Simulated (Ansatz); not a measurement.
Cost and result for the atomization energy of CH7AlOSn (`[CH3][SnH]([OH])[AlH2]`) (11 atoms, 10 bonds).

| atom | x (Å) | y (Å) | z (Å) |
| --- | --- | --- | --- |
| C1 | 0.445 | 1.475 | 1.202 |
| Sn2 | -0.205 | -0.398 | 0.404 |
| O3 | -2.141 | -0.021 | 0.148 |
| Al4 | 0.805 | -1.195 | -1.943 |
| H5 | 1.502 | 1.435 | 1.466 |
| H6 | 0.288 | 2.263 | 0.466 |
| H7 | -0.143 | 1.694 | 2.093 |
| H8 | -0.106 | -1.596 | 1.644 |
| H9 | -2.636 | -0.776 | -0.175 |
| H10 | 2.326 | -0.933 | -2.324 |
| H11 | -0.134 | -1.947 | -2.981 |

The species carries charge 0 and has multiplicity 1. Correlated methods include outer-core shells of Sn, which these sets cover unevenly. Sn takes the def2 core potential. All single points use the PBE0-D4/def2-TZVP geometry. It is one conformer, not always the lowest. Program: Ansatz. All runs use 4 threads of an Arm Neoverse V1 on a shared host. Times are those of one run each, without the atoms' runs, and a repeat can differ threefold. Electronic energies, without spin–orbit coupling; frozen cores. CCSD(T)/CBS adds CCSD(T) − MP2 in def2-TZVPP to the MP2 limit, and its time is that of the two runs behind it. T1 = 0.013. With those shells the extrapolation isn't a true limit. B3LYP takes the VWN-RPA correlation (the form of Gaussian; ORCA's B3LYP/G).

CCSD(T)/CBS is a level of theory with its own doubt, some kJ/mol a heavy atom from the limit and from the frozen cores, so smaller differences don't rank the functionals.

```
                             level  functions  wall time
   PBE-D4/def2-TZVPP (with forces)        252      2.8 s
                PBE0-D4/def2-TZVPP        252      3.4 s
r2SCAN-D4/def2-TZVPP (with forces)        252      5.5 s
 B3LYP-D4/def2-TZVPP (with forces)        252      5.5 s
                 B2PLYP/def2-TZVPP        252      6.5 s
                ωB97X-V/def2-TZVPP        252        9 s
  ωB97M-V/def2-TZVPP (with forces)        252       13 s
                    MP2/def2-QZVPP        476       23 s
                CCSD(T)/def2-TZVPP        252    3.7 min
                 CCSD(T)/CBS(def2)          –    4.1 min
```

What atomization energy does each give, and how far from CCSD(T)/CBS? (An estimate is asked.)

Computed: 
```tsv
level	atomization (kJ/mol)	difference from CCSD(T)/CBS	per bond
PBE-D4/def2-TZVPP (with forces)	3323.8	-27.3	-2.7
PBE0-D4/def2-TZVPP	3280.0	-71.1	-7.1
r2SCAN-D4/def2-TZVPP (with forces)	3317.5	-33.6	-3.4
B3LYP-D4/def2-TZVPP (with forces)	3303.5	-47.6	-4.8
B2PLYP/def2-TZVPP	3268.5	-82.6	-8.3
ωB97X-V/def2-TZVPP	3337.9	-13.2	-1.3
ωB97M-V/def2-TZVPP (with forces)	3316.0	-35.1	-3.5
MP2/def2-QZVPP	3313.2	-37.9	-3.8
CCSD(T)/def2-TZVPP	3254.5	-96.6	-9.7
CCSD(T)/CBS(def2)	3351.1	0.0	0.0
```

The D4 term adds +32.8 kJ/mol with B3LYP and +17.5 kJ/mol with PBE0; it sums over pairs of atoms, weighted by their polarisabilities, and B3LYP, whose exchange is more repulsive, gets the larger term. In def2-TZVPP, CCSD(T) changes the Hartree–Fock value by +864.2 kJ/mol (the triples alone add +44.1 kJ/mol) and MP2 by +865.1 kJ/mol; breaking electron pairs costs correlation energy, which Hartree–Fock lacks. From PBE to PBE0 (25 % exact exchange), in def2-TZVPP and without D4, the atomization energy moves by −41.0 kJ/mol: exact exchange takes away binding that semilocal exchange gives to molecules.

Spin–orbit coupling would lower the free Sn atoms strongly, and the atomization energy with them, by more than many differences here. For some Ge, Se and Sn compounds the MP2-based and the directly extrapolated limit differ by 10 to 25 kJ/mol.
